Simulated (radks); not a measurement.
Values are calculated unless marked as measured or tabulated.
Spin polarisation of the 5d2 shell in Hf2+. Start: [Xe] 4f14 5d(up 1, down 1); electrons of 5d are moved from spin down to spin up, other shells keep equal spins. Code: a radial shooting solver on a logarithmic mesh with Libxc functionals. Model: non-relativistic Kohn-Sham, PBEsol, spin-polarised, spherical densities, point nucleus.

| moment (Bohr magnetons) | E - E(0) (eV) | e(5d up) (eV) | e(5d down) (eV) | 4f down minus up (eV) | 5p down minus up (eV) | 5s down minus up (eV) |
|---|---|---|---|---|---|---|
| 0 | 0.000 | -17.264 | -17.264 | 0.000 | 0.000 | 0.000 |
| 0.5 | -0.047 | -17.445 | -17.068 | 0.044 | 0.283 | 0.232 |
| 1 | -0.188 | -17.612 | -16.858 | 0.088 | 0.568 | 0.465 |
| 1.5 | -0.424 | -17.766 | -16.632 | 0.132 | 0.854 | 0.699 |
| 2 | -0.758 | -17.907 | -16.363 | 0.176 | 1.143 | 0.936 |

At moment 2 the spin-polarisation energy is -0.758 eV and the 5d exchange splitting 1.544 eV, that is 0.772 eV per Bohr magneton; E = -I m^2/4 would give I = 0.758 eV.
